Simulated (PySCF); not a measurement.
# How the method changes the shape and vibrations of ClH2OSi cation

These are calculations, not measurements. They come from PySCF 2.14.0, an open-source quantum chemistry program, on an isolated molecule that a program drew, which may never have been made. The molecule is ClH2OSi cation (charge +1, singlet), drawn as the SMILES string `O[SiH+]Cl`.

The geometry was optimised and harmonic frequencies were computed with HF and MP2, all in the cc-pV(D+d)Z basis, for the commonest isotopes, with a restricted reference for singlets and an unrestricted one otherwise, and a frozen core in MP2. Each result is a local minimum of its method.

Geometry at the HF minimum:
```xyz
5
ClH2OSi cation, angstrom
O    -1.7213    0.0883    2.8471
Si   -2.8568    0.7660    3.6684
Cl   -3.9495    2.2182    2.9594
H    -1.3785    0.2207    1.9674
H    -3.0618    0.2534    5.0064
```

Lengths of the bonds as drawn, in Å (atoms numbered as above):
| bond | HF | MP2 |
|---|---|---|
| O1-Si2 | 1.557 | 1.586 |
| Si2-Cl3 | 1.951 | 1.958 |
| O1-H4 | 0.953 | 0.975 |
| Si2-H5 | 1.447 | 1.455 |

Rotational constants, in GHz:
```
constant,HF,MP2
A,30.25,30.72
B,4.159,4.038
C,3.656,3.569
```

Harmonic frequencies in cm^-1, each column in rising order, so a row needn't be the same motion in every method:
| rank | HF | MP2 |
|---|---|---|
| 1 | 280 | 264 |
| 2 | 492 | 464 |
| 3 | 636 | 629 |
| 4 | 644 | 635 |
| 5 | 704 | 712 |
| 6 | 877 | ? |
| 7 | 1140 | 1074 |
| 8 | 2512 | 2441 |
| 9 | 4069 | 3789 |

**Estimate the missing MP2 frequency from the HF column.**

A single factor s that minimises the squared misfit of MP2 against s times HF over the other rows is sum(HF x MP2) / sum(HF^2) = 0.9451, with an rms misfit of 38 cm^-1. For rank 6 it gives 0.9451 x 877 = 829 cm^-1. The calculation gives 843 cm^-1, 14 cm^-1 above the estimate. The drawn bonds are on average 1.3 % longer in MP2 than in HF.
